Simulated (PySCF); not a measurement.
Isomers of C4H7NO2S, one GFN2-xTB conformer each. Single-point energies are computed at PBE0/pcSseg-1 (PySCF, gas phase, no added dispersion term), electronic only.

| SMILES | GFN2-xTB relative energy (kJ/mol) |
| --- | --- |
| C[C@@H](C#N)S(C)(=O)=O | 0.0 |
| C=NC(=C)S(C)(=O)=O | 61.4 |

Conformers: `[CH3:1][C@@H:2]([C:3]#[N:4])[S:5]([CH3:6])(=[O:7])=[O:8]` with C1–C2–S5–C6 -173°; `[CH2:1]=[N:2][C:3](=[CH2:4])[S:5]([CH3:6])(=[O:7])=[O:8]` with C1–N2–C3–C4 -122°, N2–C3–S5–C6 71°.

Question: What does PBE0/pcSseg-1 give for the same structures?

Answer: 
```tsv
SMILES	PBE0/pcSseg-1 E (Eh)	PBE0/pcSseg-1 (kJ/mol)	GFN2-xTB (kJ/mol)	point group
C[C@@H](C#N)S(C)(=O)=O	-759.34177	0.0	0.0	C1
C=NC(=C)S(C)(=O)=O	-759.30246	103.2	61.4	C1
```

Both levels put the same isomer lowest. As drawn, the lower has a C≡N group, which the higher lacks; the higher has a C=N bond and a C=C bond outside aromatic rings, which the lower lacks.

Question: Which frontier levels, dipoles and rotational constants go with these structures?

Answer: 
| SMILES | HOMO (eV, PBE0/pcSseg-1) | LUMO (eV) | dipole (D) | A, B, C (MHz) |
| --- | --- | --- | --- | --- |
| C[C@@H](C#N)S(C)(=O)=O | -8.75 | -0.47 | 2.91 | 2514, 1612, 1255 |
| C=NC(=C)S(C)(=O)=O | -7.16 | -1.60 | 3.26 | 2531, 1668, 1356 |
